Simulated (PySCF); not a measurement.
# Two-component Hartree-Fock for Co¹⁵⁺ (cobalt, charge +15)

Start: [Ne] 3s2. Calculated with PySCF 2.14 in an uncontracted even-tempered set (19 s from 0.42 bohr⁻², ratio 2.6; 13 p from 0.55 bohr⁻², ratio 2.6; 7 d from 0.56 bohr⁻², ratio 2.8; 4 f from 9.6 bohr⁻², ratio 2.8): generalised Hartree-Fock with the X2C-1e Hamiltonian and a Gaussian nucleus; spin-orbit coupling (SO) screened by Boettger's factors.

```
spinor shell  electrons  ε, screened SO (eV)  weight of nominal j (screened SO)  rms radius, screened SO (bohr)
       1s1/2          2              -8285.4                              1.000                          0.0648
       2s1/2          2              -1450.1                              1.000                           0.272
       2p1/2          2              -1319.9                              1.000                           0.243
       2p3/2          4              -1304.3                              1.000                           0.245
       3s1/2          2              -508.54                              1.000                           0.693
```

```csv
quantity,screened SO
E (hartree),-1285.70875
M_J,0
⟨J²⟩,0.000
⟨L²⟩,0.000
⟨S²⟩,0.000
```
